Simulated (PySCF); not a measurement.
# Reading a saddle point

A first-order saddle point of BH₃ClO₂F, singlet, PBE0-D4/def2-TZVP, with one imaginary mode of 664i cm⁻¹:

| atom | x (Å) | y (Å) | z (Å) |
| --- | --- | --- | --- |
| B1 | -0.1652 | -0.2258 | -0.2901 |
| F2 | 1.3692 | 0.1845 | 0.1136 |
| O3 | -0.5522 | 0.3613 | -1.4369 |
| O4 | -0.4150 | -1.5251 | -0.0470 |
| H5 | 0.8818 | 0.7417 | 0.9190 |
| Cl6 | -0.6179 | 1.0099 | 1.4334 |
| H7 | -0.3618 | 1.2977 | -1.5052 |
| H8 | -0.1391 | -1.8442 | 0.8131 |

Computed with PySCF 2.14 with density fitting (its default auxiliary sets; JK sets also for MP2 and CCSD(T)) (basis: def2-TZVPP and def2-QZVPP); correlated methods freeze the cores. Extrapolation: Hartree–Fock as exp(−7.88 √X), correlation as X^−2.97.

(1) Which contacts change along the imaginary mode, and what lies on either side? (A judgement: the text doesn't fix the answer.)

(2) Which side is lower, and how far does the saddle lie above each? (An estimate is asked for; the value comes from the calculation.)

T1 diagnostic: at most 0.012.

## Answers

(1) By the calculation: The step is BH₂O₂F ([OH][B]([OH])[F]) + HCl → BH₂ClO₂ ([OH][B]([OH])[Cl]) + HF, with the molecules in contact on both sides. Shortening one way: B1–Cl6, F2–H5; lengthening the same way: B1–F2, H5–Cl6.
```
  pair  one side (Å)  saddle (Å)  other side (Å)
B1–Cl6          3.76        2.17            1.81
 F2–H5          2.14        1.09            0.93
 B1–F2          1.36        1.64            3.59
H5–Cl6          1.29        1.61            2.25
```

(2) The calculation gives: The side with B1–F2, H5–Cl6 short is lower by 55.2 kJ/mol; the saddle lies 161.7 kJ/mol above it and 106.5 kJ/mol above the other (CCSD(T) at an estimated basis limit (MP2 extrapolated from triple and quadruple zeta, plus CCSD(T) − MP2 in triple zeta); electronic energies).

Labels in which every atom is bracketed show which atoms are joined, not bond orders.

For scale, one of the runs: CCSD(T)/def2-TZVPP, 208 basis functions, launched by `OMP_NUM_THREADS=4 python run.py`. Time: 17 min of wall clock on 4 CPU threads of an Intel Xeon; the host was shared. Peak host memory: 3.6 GiB.
